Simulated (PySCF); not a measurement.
F3OV, charge -1, multiplicity 2. Atoms are numbered in the order given.

```xyz
5

V      0.1315    -0.0262     0.0000
O      1.3633    -1.0563     0.0000
F     -0.0757     1.0197     1.4814
F     -0.0757     1.0197    -1.4814
F     -1.3964    -1.0335     0.0000
```
Charge -1, spin multiplicity 2.

Coordinates come from a r2SCAN-D4/def2-SVPD optimisation. The multiplicity is an assumed one; other spin states were not compared. The isomer is the one that the SMILES or the coordinates give; other isomers of the formula were not compared.

The numbers are results of PBE/def2-SVPD in PySCF, not measurements.

Gas-phase values at a fixed geometry. A positive occupied level means that this level leaves the electron formally unbound; only the finite basis holds it.

The total energy is -1318.13426 hartree. The point group is Cs and the α spin, highest occupied and lowest empty level is 1.09 and 1.71 eV. The β spin, highest occupied and lowest empty level comes out as -2.83 and 2.17 eV and the dipole moment about the centre of nuclear charge is 0.82 D. The mean static polarisability is 46.1 bohr³ (6.83 Å³), the polarisability, principal values is 41.3, 45.1, 52.0 bohr³ and the ⟨S²⟩ is 0.756 (pure state 0.75).
